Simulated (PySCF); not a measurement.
Compound: B6H9I.
Geometry (PBE0-D3(BJ)/def2-SVP, Å), atoms numbered from 1 in this order:
```
atom  x, y, z in Å
B1    -0.884   -1.285    0.068
B2    -1.066    0.140    1.038
B3     1.010    0.531   -0.842
B4     0.148    1.343    0.501
B5     0.569   -0.350    0.619
B6     0.321   -1.056   -1.030
H7    -1.366   -2.289    0.513
H8    -1.655    0.242    2.076
H9     2.055    0.919   -1.280
H10    0.565    2.266    1.138
H11    1.373   -0.755    1.409
I12    1.472   -2.533   -2.082
H13   -1.812   -0.318    0.014
H14   -1.161    1.406    0.483
H15    0.223    1.655   -0.777
H16    0.174    0.049   -1.781
```

Theory: PBE0-D3(BJ)/def2-SVP geometry optimisation, gas phase, def2 core potentials past Kr in PySCF 2.14.0.

**Question.** Which atoms are bound to B1, and at what distances?

**Answer.** 5 atoms: H7 1.199 Å, H13 1.341 Å, B6 1.646 Å, B2 1.734 Å, B5 1.814 Å. The nearest atom not counted as bound is H16, at 2.51 Å.

**Question.** List the angles at B1.

**Answer.** 
| angle | degrees | distance of the outer atoms (Å) |
| --- | --- | --- |
| B6–B1–H7 | 131.2 | 2.60 |
| B5–B1–H7 | 129.8 | 2.74 |
| B2–B1–H7 | 116.0 | 2.50 |
| B6–B1–H13 | 112.3 | 2.49 |
| H7–B1–H13 | 109.9 | 2.08 |
| B2–B1–B6 | 109.6 | 2.76 |
| B5–B1–H13 | 101.2 | 2.46 |
| B5–B1–B6 | 62.9 | 1.81 |
| B2–B1–B5 | 59.3 | 1.76 |
| B2–B1–H13 | 50.0 | 1.35 |

**Question.** Describe the arrangement about B1 in numbers.

**Answer.** τ5 = (β − α)/60° = 0.02 from the two widest angles, 131.2° and 129.8° (0 for a square pyramid, 1 for a trigonal bipyramid). Some of the bound atoms are bonded to each other. The B–B distances aren't all alike: 1.646 to 1.814 Å. The B–H distances aren't all alike: 1.199 to 1.341 Å.

**Question.** Which atoms are bound to B2, and at what distances?

**Answer.** 6 atoms: H8 1.198 Å, H13 1.347 Å, H14 1.385 Å, B1 1.734 Å, B5 1.758 Å, B4 1.791 Å. The nearest atom not counted as bound is H7, at 2.50 Å.

**Question.** List the angles at B2.

**Answer.** 
```tsv
angle	degrees	distance of the outer atoms (Å)
B5–B2–H8	133.5	2.72
B1–B2–H8	127.3	2.64
B4–B2–H8	122.4	2.63
B1–B2–H14	122.3	2.74
H8–B2–H13	114.5	2.14
B4–B2–H13	112.1	2.61
B1–B2–B4	108.3	2.86
B5–B2–H13	103.8	2.46
H8–B2–H14	103.6	2.03
B5–B2–H14	102.9	2.47
H13–B2–H14	88.2	1.90
B1–B2–B5	62.6	1.81
B4–B2–B5	59.0	1.75
B1–B2–H13	49.7	1.34
B4–B2–H14	46.6	1.31
```

**Question.** Describe the arrangement about B2 in numbers.

**Answer.** The three widest angles are 133.5°, 127.3° and 122.4°, the others run from 46.6° to 122.3°. Some of the bound atoms are bonded to each other. The B–B distances aren't all alike: 1.734 to 1.791 Å. The B–H distances aren't all alike: 1.198 to 1.385 Å.

**Question.** What are the other bond lengths?

**Answer.** B3–B4 1.791 Å; B3–B5 1.762 Å; B3–B6 1.740 Å; B3–H9 1.197 Å; B3–H15 1.374 Å; B3–H16 1.346 Å; B4–B5 1.748 Å; B4–H10 1.197 Å; B4–H14 1.310 Å; B4–H15 1.318 Å; B5–B6 1.811 Å; B5–H11 1.198 Å; B6–I12 2.148 Å; B6–H16 1.344 Å.

**Question.** Give some angles away from the centre.

**Answer.** B4–B3–B5 58.9°, B4–B3–B6 107.7°, B5–B3–B6 62.3°, B2–B4–B3 104.3°, B2–B4–B5 59.6°, B3–B4–B5 59.7°, B1–B5–B2 58.0°, B1–B5–B3 101.9°, B1–B5–B4 106.6°, B1–B5–B6 54.0°.

**Question.** What are the rotational constants (commonest isotopes, rigid rotor)?

**Answer.** A = 4968, B = 716.0, C = 656.5 MHz: a near-prolate asymmetric top.

Point group: C1 (no symmetry element, even within 0.4 Å). Charge 0, singlet. No frequency check.

The run took 3.1 min on an Arm Neoverse V1 with one thread, on a shared host, and the process peaked at 0.63 GiB of memory. That covers the optimisation of the geometry.
